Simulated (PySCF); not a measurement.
CH5BGeN (calculated)

Calculation on a computer-drawn molecule: the log of a Hartree-Fock and frozen-core CCSD(T) single point meant for a local Hartree-Fock minimum, with one planted fault or none, to be diagnosed. Offsets are logged minus clean, where the clean run is the same molecule without the fault. The reference is restricted for singlets and unrestricted otherwise, and also for a bond in bohr or an excited solution. Adding or removing an electron swaps singlet and doublet. The excited solution moves the top pair (singlet) or top alpha electron (doublet) to the lowest empty orbital. Highest occupied and lowest empty are orbital energies over both spins, largest force is the largest gradient component, triples share is (T) over the correlation energy, the T1 limit is 0.02 restricted and 0.045 unrestricted, electrons count all cores, a negative frequency is imaginary (commonest isotopes), and the dipole is about the centre of nuclear charge; on germanium a core potential holds 10 electrons, which the energies leave out, and 3d is frozen in MP2 and coupled-cluster steps. Program: PySCF 2.14.0.

### CH5BGeN

Logged structure:
```xyz
9
CH5BGeN
N     -2.3690     2.2927     0.5739
B     -1.7442     1.5823    -0.2128
C     -0.9642     0.6611    -1.1779
Ge    -0.8200    -1.1985    -0.5005
H     -2.8667     2.8726     1.1935
H      0.0458     1.0479    -1.3299
H     -1.4603     0.6325    -2.1505
H     -0.0601    -1.2316     0.8340
H     -2.2127    -1.8248    -0.3348
```

* meant charge: 0
* meant multiplicity: 2
* meant basis: cc-pVDZ
* meant basis and core potential on germanium: cc-pVDZ-PP ECP10MDF
* logged electrons: 54
* logged basis functions: 90
* logged SCF converged: yes
* logged spin squared: 0
* logged highest occupied: -15.321 eV
* logged lowest empty: -6.9803 eV
* logged largest force: 0.052171 hartree/bohr
* logged T1 diagnostic: 0.020039
* logged D1 diagnostic: 0.071384
* logged triples share: 0.035835
* logged CC converged: yes
* logged dipole magnitude: 4.0226 debye
* logged SCF stable within its kind: yes
* logged energy HF: -412.99348 hartree
* logged energy CCSD(T): -413.51482 hartree
* possible faults: no fault, one electron removed, one electron added, multiplicity raised by two, geometry at a saddle point, SCF held on an excited solution, minimal basis STO-3G, one bond length entered in bohr, all coordinates scaled
* planted fault: ?

Drawn bonds:
| atom | other atom | order |
| --- | --- | --- |
| 1 | 2 | 2 |
| 2 | 3 | 1 |
| 3 | 4 | 1 |
| 1 | 5 | 1 |
| 3 | 6 | 1 |
| 3 | 7 | 1 |
| 4 | 8 | 1 |
| 4 | 9 | 1 |

Notes: T1 above single-reference limit.

Questions
1. Which fault was planted in the run of CH5BGeN?

## Answers
1. one electron removed

Further results for CH5BGeN:

* HF energy offset from clean run: 181.6 kcal/mol
* CCSD(T) energy offset from clean run: 182.1 kcal/mol
